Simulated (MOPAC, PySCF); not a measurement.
Cl₄Sn, SMILES `[Cl][Sn]([Cl])([Cl])[Cl]`, neutral singlet in the gas phase. 

Z-matrix (Å, degrees):
```
Sn
Cl 1 2.3090
Cl 1 2.3090 2 109.47
Cl 1 2.3090 2 109.47 3 -120.00
Cl 1 2.3090 2 109.47 3 120.00
```
Charge 0, multiplicity 1.

All levels are single points at this geometry (B3LYP-D3(BJ)/def2-TZVP); Pople sets use spherical d functions. Orbital energies aren't observables, and empty levels follow the basis.

```csv
level,HOMO (eV),LUMO (eV),gap (eV),dipole (D),"vertical IE, Delta-SCF (eV)"
B3LYP-D3(BJ)/def2-TZVP in PySCF,-9.46,-3.71,5.75,0.00,11.45
B3LYP/6-31G* (LANL2DZ on Sn) in PySCF,-9.62,-3.87,5.76,0.00,11.66
B3LYP/LANL2DZ in PySCF,-9.84,-4.28,5.56,0.00,–
PM3 in MOPAC,-11.85,-3.93,7.93,0.00,–
PM6 in MOPAC,-12.25,-3.13,9.12,0.00,–
PM7 in MOPAC,-11.96,-2.23,9.73,0.00,–
```
